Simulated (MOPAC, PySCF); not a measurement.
C3H6S, SMILES `C=CCS` (C–C–C–S torsion -119°, C–C–S–H torsion 57°), neutral singlet in the gas phase. 

Cartesian coordinates (Å):
```xyz
10

C     -1.4502    -0.5775     0.1376
C     -0.3938     0.0970     0.5705
C      0.6041     0.7366    -0.3259
S      2.2745     0.0508    -0.1044
H     -1.6528    -0.6900    -0.9230
H     -2.1492    -1.0383     0.8251
H     -0.2025     0.1873     1.6367
H      0.3049     0.6613    -1.3723
H      0.7240     1.7972    -0.0870
H      1.9408    -1.2245    -0.3574
```
Charge 0, multiplicity 1.

All levels are single points at this geometry (PBE0-D3(BJ)/def2-TZVP); Pople sets use spherical d functions. Orbital energies aren't observables, and empty levels follow the basis.

| level | HOMO (eV) | LUMO (eV) | gap (eV) | dipole (D) | vertical IE, Delta-SCF (eV) |
|---|---|---|---|---|---|
| PBE0-D3(BJ)/def2-TZVP in PySCF | -6.85 | -0.11 | 6.74 | 1.34 | 9.02 |
| ωB97X-D3(BJ)/def2-TZVP in PySCF | -9.30 | 2.08 | 11.37 | 1.37 | 9.32 |
| BP86/6-31G* in PySCF | -5.56 | -0.82 | 4.73 | 1.54 | – |
| HF/STO-3G in PySCF | -7.08 | 8.32 | 15.40 | 0.76 | – |
| PM6 in MOPAC | -9.07 | 0.17 | 9.24 | 1.42 | – |
| PM7 in MOPAC | -8.98 | -0.42 | 8.55 | 1.61 | – |
